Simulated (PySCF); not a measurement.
Molfile (atoms numbered from 1):
```
C8H12O2
     RDKit          3D

 22 22  0  0  0  0  0  0  0  0999 V2000
    2.2370    0.6527   -0.8758 C   0  0  0  0  0  0  0  0  0  0  0  0
    1.2593   -0.4748   -0.5907 C   0  0  0  0  0  0  0  0  0  0  0  0
    0.4022   -0.2565    0.6643 C   0  0  2  0  0  0  0  0  0  0  0  0
   -0.5449   -1.4430    0.8973 C   0  0  0  0  0  0  0  0  0  0  0  0
   -1.6444   -1.4989   -0.1422 C   0  0  0  0  0  0  0  0  0  0  0  0
   -1.8877   -2.4914   -0.7827 O   0  0  0  0  0  0  0  0  0  0  0  0
   -2.4301   -0.2123   -0.2976 C   0  0  0  0  0  0  0  0  0  0  0  0
   -1.5296    1.0193   -0.4445 C   0  0  0  0  0  0  0  0  0  0  0  0
   -0.3956    1.0355    0.5607 C   0  0  0  0  0  0  0  0  0  0  0  0
   -0.1312    2.0118    1.2187 O   0  0  0  0  0  0  0  0  0  0  0  0
    2.9188    0.8113   -0.0261 H   0  0  0  0  0  0  0  0  0  0  0  0
    2.8489    0.4292   -1.7620 H   0  0  0  0  0  0  0  0  0  0  0  0
    1.7226    1.6090   -1.0585 H   0  0  0  0  0  0  0  0  0  0  0  0
    1.8061   -1.4228   -0.4554 H   0  0  0  0  0  0  0  0  0  0  0  0
    0.6053   -0.6426   -1.4647 H   0  0  0  0  0  0  0  0  0  0  0  0
    1.0682   -0.1321    1.5321 H   0  0  0  0  0  0  0  0  0  0  0  0
   -0.0021   -2.3988    0.8857 H   0  0  0  0  0  0  0  0  0  0  0  0
   -1.0273   -1.3404    1.8854 H   0  0  0  0  0  0  0  0  0  0  0  0
   -3.0420   -0.1039    0.6157 H   0  0  0  0  0  0  0  0  0  0  0  0
   -3.1200   -0.3230   -1.1449 H   0  0  0  0  0  0  0  0  0  0  0  0
   -1.0741    1.0211   -1.4503 H   0  0  0  0  0  0  0  0  0  0  0  0
   -2.0934    1.9560   -0.3411 H   0  0  0  0  0  0  0  0  0  0  0  0
  1  2  1  0
  2  3  1  0
  3  4  1  0
  4  5  1  0
  5  6  2  0
  5  7  1  0
  7  8  1  0
  8  9  1  0
  9 10  2  0
  9  3  1  0
  1 11  1  0
  1 12  1  0
  1 13  1  0
  2 14  1  0
  2 15  1  0
  3 16  1  1
  4 17  1  0
  4 18  1  0
  7 19  1  0
  7 20  1  0
  8 21  1  0
  8 22  1  0
M  END
```

Geometry: PBE0-D3(BJ)/def2-SVP; GIAO shifts from PySCF, gas phase, non-relativistic, averaged over equivalent atoms.

At mPW1PW91/pcSseg-1 (230 basis functions, 48 s wall time on 1 thread of an Arm Neoverse V2, shared host):
```json
{"atoms": "C9", "δ (ppm)": "214.8"}
{"atoms": "C5", "δ (ppm)": "210.1"}
{"atoms": "C3", "δ (ppm)": "55.2"}
{"atoms": "C4", "δ (ppm)": "48.3"}
{"atoms": "C7", "δ (ppm)": "41.8"}
{"atoms": "C8", "δ (ppm)": "38.2"}
{"atoms": "C2", "δ (ppm)": "30.5"}
{"atoms": "C1", "δ (ppm)": "13.4"}
{"atoms": "O10", "δ (ppm)": "706.0"}
{"atoms": "O6", "δ (ppm)": "704.6"}
{"atoms": "H18", "δ (ppm)": "2.79"}
{"atoms": "H21", "δ (ppm)": "2.69"}
{"atoms": "H19", "δ (ppm)": "2.54"}
{"atoms": "H20", "δ (ppm)": "2.38"}
{"atoms": "H22", "δ (ppm)": "2.31"}
{"atoms": "H17", "δ (ppm)": "2.22"}
{"atoms": "H16", "δ (ppm)": "2.18"}
{"atoms": "H15", "δ (ppm)": "1.46"}
{"atoms": "H14", "δ (ppm)": "1.42"}
{"atoms": "H11/H12/H13", "δ (ppm)": "0.85"}
```

δ = σ(ref) − σ, references computed at the same level: TMS for ¹³C (σref 183.54), ¹H (σref 31.32); H2O for ¹⁷O (σref 333.30).

What do these become at PBE0/pcSseg-1?

Results:


| atoms | δ at PBE0/pcSseg-1 | change |
| --- | --- | --- |
| C9 | 214.6 | -0.2 |
| C5 | 210.0 | -0.1 |
| C3 | 55.4 | +0.2 |
| C4 | 48.4 | +0.1 |
| C7 | 41.8 | +0.0 |
| C8 | 38.1 | -0.1 |
| C2 | 30.6 | +0.1 |
| C1 | 13.2 | -0.2 |
| O10 | 708.0 | +2.0 |
| O6 | 706.5 | +1.9 |
| H18 | 2.81 | +0.02 |
| H21 | 2.71 | +0.02 |
| H19 | 2.56 | +0.02 |
| H20 | 2.38 | +0.00 |
| H22 | 2.30 | -0.01 |
| H17 | 2.21 | -0.01 |
| H16 | 2.18 | +0.00 |
| H15 | 1.47 | +0.01 |
| H14 | 1.43 | +0.01 |
| H11/H12/H13 | 0.84 | -0.01 |

References, each an isolated molecule treated in the same way: TMS for ¹³C (σ = 184.41 ppm) and ¹H (σ = 31.27 ppm); H2O for ¹⁷O (σ = 334.56 ppm).

The largest change is at O10 (ketone oxygen). Cost: 230 basis functions, 51 s wall time on 1 thread of an Arm Neoverse V2, shared host. The order of the carbon signals is the same at both levels.

Unscaled 17O shifts of doubly bonded oxygen tend to come out too high, by tens of ppm or more. Experimental scales use liquid or dissolved standards, which lie at an offset from isolated H2O (liquid H2O: subtract about 36 ppm).
